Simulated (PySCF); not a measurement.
This singlet lies 1.84 eV below the relaxed triplet at the level B3LYP-D3(BJ)/def2-TZVP (PySCF).

B3LYP has the VWN-RPA correlation part, as in Gaussian. 

Z-matrix (Å, degrees):
```
C
C 1 1.3346
H 2 1.0846 1 121.33
H 2 1.0864 3 116.40 1 180.00
H 1 1.0900 2 118.13 3 -179.96
Ge 1 1.9878 5 115.11 2 -179.73
Cl 6 2.2251 1 98.69 5 -179.37
```
Charge 0, spin multiplicity 1.

Problem. Predict the HOMO, LUMO, dipole moment, HOMO–LUMO gap and total energy from PySCF 2.14.0 with B3LYP-D3(BJ)/def2-TZVP.

Solution. 
| Item | Result |
|---|---|
| HOMO | -6.81 eV |
| LUMO | -3.12 eV |
| dipole moment | 0.492 e·Å |
| HOMO–LUMO gap | 3.69 eV |
| total energy | -71167.13 eV |
